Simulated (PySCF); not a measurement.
**MB cations for M along the alkali metals**

MP2 with double-zeta basis sets in PySCF, for the lowest determinant that a PBE0 search found; no spin–orbit coupling. De refers to high-spin ground-configuration atoms (the charge goes to the atom of lower measured ionisation energy or higher electron affinity, which is not always the lowest computed limit).

| M | basis | reference, frozen orbitals | charged atom | state (unpaired electrons) | Re (Å) | ωe (cm⁻¹) | De (eV) |
| --- | --- | --- | --- | --- | --- | --- | --- |
| Li | cc-pVDZ | UHF, 1 | Li+ | doublet (σ ↑) | 2.511 | 326 | 0.80 |
| Na | aug-pcseg-1 | UHF, 2 | Na+ | doublet (σ ↑) | 2.973 | 179 | 0.49 |
| K | x2c-SVPall | UHF, 6 | K+ | doublet (σ ↑) | 3.466 | 131 | 0.31 |
| Rb | def2-SVPD | UHF, 1 | Rb+ | doublet (σ ↑) | 3.601 | 124 | 0.29 |
| Cs | def2-SVP | UHF, 1 | Cs+ | doublet (σ ↑) | 3.866 | 106 | 0.22 |

The shortest bond is that of LiB⁺ (2.511 Å), the longest that of CsB⁺ (3.866 Å).

The rows differ in basis set, which adds steps of its own.

Down a group the atoms grow and get heavier, so bonds lengthen and wavenumbers fall; this series shows no clear exception.

Correlated steps freeze the inner cores (1 to 6 orbitals); shallow outer-core shells are correlated. Weak bonds: CsB⁺, KB⁺, NaB⁺, RbB⁺. Basis-set superposition, not corrected here, can be much of De in a small basis, most of all at correlated wavefunction levels. Spin–orbit coupling is left out, which matters for elements this heavy, above all for dissociation energies. For an ion De counts to the pair picked by the measured ionisation energies or electron affinities, which need not be the lowest pair at this level. States were picked by a PBE0 search and need not be the measured ground states.
